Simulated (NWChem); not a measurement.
Molecule: CH2F2O2Si; SMILES O=CO[SiH](F)F

```xyz
8

O     -0.9623    -1.8251     0.0000
C      0.2289    -1.8144     0.0000
O      0.9841    -0.6987     0.0000
Si     0.3832     0.8642     0.0000
F     -0.5184     1.1073    -1.2992
F     -0.5184     1.1073     1.2992
H      0.8768    -2.7145     0.0000
H      1.5424     1.7615     0.0000
```
Atoms are numbered in this order, from 1.

All runs: NWChem. Medium grid unless said otherwise, to which SCAN and Minnesota functionals are sensitive. Geometry: optimised at PBE0/def2-SVP. Hybrids' shares of exact exchange are those that their runs print; pure functionals count as 0. The functionals differ in more than this share.

| row | share of exact exchange | highest occupied level (eV) |
|---|---|---|
| PBE/def2-TZVP | 0.00 | -7.20 |
| B3LYP/def2-TZVP | 0.20 | -8.65 |
| PBE0/def2-TZVP | 0.25 | -8.90 |
| M06-2X/def2-TZVP | 0.54 | -10.64 |
| Hartree-Fock/def2-TZVP | 1.00 | withheld |

Q: Fit a straight line of the last column on the one before it, predict the withheld value, and compare with the run.

A: 
1. Means of the 4 shown rows: x = 0.247, y = -8.848. Slope Σ(x − x̄)(y − ȳ)/Σ(x − x̄)² = -0.9416/0.1491 = -6.316; intercept -7.284.
2. The shown rows scatter about the line by 0.074 (root mean square); the largest residual is -0.10, at B3LYP/def2-TZVP.
3. At x = 1.00 (Hartree-Fock/def2-TZVP; beyond the shown range) the line gives -13.60.
4. The run gives -13.22, +0.38 from the line, 5.1 times the scatter.
